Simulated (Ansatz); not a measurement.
Cartesian coordinates in Å:
```
B -0.5741 -1.2162 -1.7001
C -0.2215 -0.5812 -0.3061
O 0.4616 -1.2387 0.5869
F -0.6115 -2.6021 -1.7054
S -0.6518 1.0530 -0.0613
C 0.3491 1.5554 1.3504
H -1.5265 -0.6352 -2.1926
H 0.4475 -0.7313 -2.2365
H 0.7094 -0.6969 1.3506
H 0.0605 1.0371 2.2684
H 1.4156 1.4411 1.1484
H 0.1418 2.6151 1.4973
```

Total charge 0; spin multiplicity 1. The bonds changed during the relaxation, so this is another structure than the one it started from.

List the ωB97M-V/def2-TZVPP orbital energies in eV (the Gaussian-basis code of Ansatz). (Estimate.)

Ansatz gave: Occupied: -2428.53, -675.34, -529.01, -285.24, -283.54, -222.46, -186.82, -165.59, -165.48, -165.39, -34.77, -33.98, -26.65, -23.79, -21.51, -18.39, -17.77, -16.44, -15.66, -15.44, -15.38, -13.73, -13.50, -13.39, -12.78, -11.14, -10.55, -9.50. Lowest empty: 0.19, 1.09, 2.40, 3.03, 3.31, 3.55, 3.60, 3.67.
